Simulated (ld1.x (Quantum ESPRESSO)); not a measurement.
u(r) = r·R(r): atom against pseudo-atom (B)

Columns: radius, all-electron u(r) and pseudo u(r) of the 2p shell (level -3.72 eV) of boron in the configuration 1s2 2s2 2p1; LDA (PZ), scalar-relativistic, TM scheme, ld1.x (Quantum ESPRESSO) 7.5.

```tsv
r (bohr)	all-electron	pseudo
0.158	0.0601	0.0197
0.315	0.1725	0.0759
0.473	0.2888	0.1620
0.630	0.3898	0.2664
0.788	0.4720	0.3772
0.945	0.5340	0.4803
1.102	0.5780	0.5658
1.260	0.6063	0.6276
1.418	0.6210	0.6629
1.575	0.6249	0.6742
1.732	0.6202	0.6667
1.890	0.6088	0.6462
2.047	0.5926	0.6188
2.205	0.5726	0.5884
2.362	0.5502	0.5582
2.520	0.5260	0.5292
2.678	0.5008	0.5017
2.835	0.4753	0.4754
2.992	0.4497	0.4497
3.150	0.4242	0.4242
3.308	0.3992	0.3992
3.465	0.3750	0.3750
3.622	0.3517	0.3517
3.780	0.3291	0.3291
3.938	0.3076	0.3076
4.095	0.2872	0.2872
```

How many radial nodes do the two functions have?

The all-electron 2p function has n − l − 1 = 0; the pseudo-wave has 0.

At about which radius was the pseudo-wave matched?

3.15 bohr. The columns agree to 0.0005 from 2.83 bohr on; several derivatives are matched, so the curves merge somewhat inside the radius.

Is the pseudo-wave norm-conserving?

Yes: the TM scheme keeps the norm inside the radius equal to the all-electron one, which fixes the energy derivative of the logarithmic derivative at the level.
